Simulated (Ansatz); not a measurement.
```xyz
12

C     1.207   -0.725    1.277
Si    0.498    0.756    0.404
F    -0.473    1.535    1.435
Si   -0.808    0.184   -1.468
O    -2.098   -0.758   -1.033
H     1.731   -0.427    2.188
H     0.425   -1.439    1.544
H     1.922   -1.235    0.625
H     1.588    1.705    0.037
H    -1.252    1.421   -2.176
H    -0.015   -0.639   -2.419
H    -2.725   -0.378   -0.415
```

The species carries charge 0 and has multiplicity 1.

(1) List the PBE0/def2-TZVPP orbital energies in eV (Ansatz 0.2.0). (An estimate is asked.)

## Answers

(1) The calculation gave: Occupied: -1803.23, -1802.97, -673.56, -522.85, -278.01, -145.46, -145.24, -100.18, -100.10, -100.08, -99.92, -99.89, -99.88, -32.88, -28.24, -19.94, -16.09, -15.03, -13.27, -12.64, -12.34, -11.97, -11.62, -11.34, -10.90, -10.38, -9.30, -9.12, -7.63. Lowest empty: -0.69, 0.14, 1.35, 1.65, 1.71, 1.90, 2.22, 2.80.
